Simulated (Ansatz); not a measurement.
Cartesian coordinates in Å:
```
C 0.2378 0.5883 0.4520
B -0.2016 -0.5813 -0.4653
Br -1.9681 -1.3027 -0.3249
Br 0.9753 -1.3504 -1.7572
H -0.4426 1.4365 0.3217
H 0.1395 0.2887 1.5010
H 1.2597 0.9208 0.2728
```

Total charge 0; spin multiplicity 1.

**Question.** List the ωB97M-V/def2-TZVPP orbital energies in eV (the Gaussian-basis code of Ansatz). (Best estimate.)

**Answer.** The calculation gave: Occupied: -13157.01, -13156.97, -1709.34, -1709.30, -1537.53, -1537.49, -1537.49, -1537.47, -1537.45, -1537.43, -281.31, -242.19, -242.15, -190.54, -181.86, -181.82, -181.72, -181.68, -181.65, -181.62, -75.25, -75.21, -75.21, -75.17, -75.16, -75.12, -75.05, -75.04, -75.01, -75.00, -25.46, -24.45, -22.82, -16.14, -14.80, -14.40, -13.50, -12.56, -11.86, -10.86, -10.83, -10.41. Lowest empty: 0.48, 2.04, 3.17, 3.84, 4.04, 4.09, 4.31, 5.58.
